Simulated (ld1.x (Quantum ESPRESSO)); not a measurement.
**u(r) = r·R(r): atom against pseudo-atom (oxygen)**

Columns: radius, all-electron u(r) and pseudo u(r) of the 2p shell (level -24.46 eV) of oxygen in the configuration [He] 2s2 2p3; PBE, non-relativistic, ultrasoft scheme, ld1.x (Quantum ESPRESSO) 7.5.

| r (bohr) | all-electron | pseudo |
| --- | --- | --- |
| 0.072 | 0.0654 | 0.0130 |
| 0.145 | 0.2032 | 0.0519 |
| 0.217 | 0.3552 | 0.1129 |
| 0.290 | 0.4996 | 0.1934 |
| 0.362 | 0.6215 | 0.2858 |
| 0.435 | 0.7211 | 0.3864 |
| 0.507 | 0.7964 | 0.4861 |
| 0.580 | 0.8509 | 0.5818 |
| 0.652 | 0.8852 | 0.6654 |
| 0.725 | 0.9030 | 0.7353 |
| 0.798 | 0.9066 | 0.7876 |
| 0.870 | 0.8991 | 0.8208 |
| 0.942 | 0.8827 | 0.8361 |
| 1.015 | 0.8593 | 0.8353 |
| 1.088 | 0.8307 | 0.8207 |
| 1.160 | 0.7989 | 0.7960 |
| 1.232 | 0.7647 | 0.7645 |
| 1.305 | 0.7284 | 0.7287 |
| 1.378 | 0.6914 | 0.6915 |
| 1.450 | 0.6547 | 0.6547 |
| 1.522 | 0.6184 | 0.6184 |
| 1.595 | 0.5822 | 0.5822 |
| 1.668 | 0.5470 | 0.5470 |
| 1.740 | 0.5134 | 0.5134 |
| 1.812 | 0.4812 | 0.4812 |
| 1.885 | 0.4499 | 0.4499 |

Question: How many radial nodes do the two functions have?

Answer: The all-electron 2p function has n − l − 1 = 0; the pseudo-wave has 0.

Question: At about which radius was the pseudo-wave matched?

Answer: 1.45 bohr. The columns agree to 0.0005 from 1.23 bohr on; several derivatives are matched, so the curves merge somewhat inside the radius.

Question: Is the pseudo-wave norm-conserving?

Answer: No, it belongs to an ultrasoft set: the norm inside the radius is not constrained, and the difference is carried by the augmentation charge.
